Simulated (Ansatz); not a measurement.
`C[Te][SiH](N)F`, charge 0, multiplicity 1.

Question: Give a relaxed structure at PBE0-D4/def2-TZVP (Ansatz). (Best estimate.)

Answer: The calculation gave: 
```xyz
11

C    -0.275   -1.991    0.378
Te   -0.564   -1.060   -1.540
Si   -0.385    1.244   -0.671
N     0.987    1.346    0.331
F    -1.601    1.692    0.270
H     0.379   -1.358    0.973
H    -1.239   -2.114    0.866
H     0.190   -2.958    0.202
H    -0.452    2.147   -1.848
H     1.090    2.095    0.997
H     1.869    0.960    0.041
```
This is one stationary point; other conformers may exist.
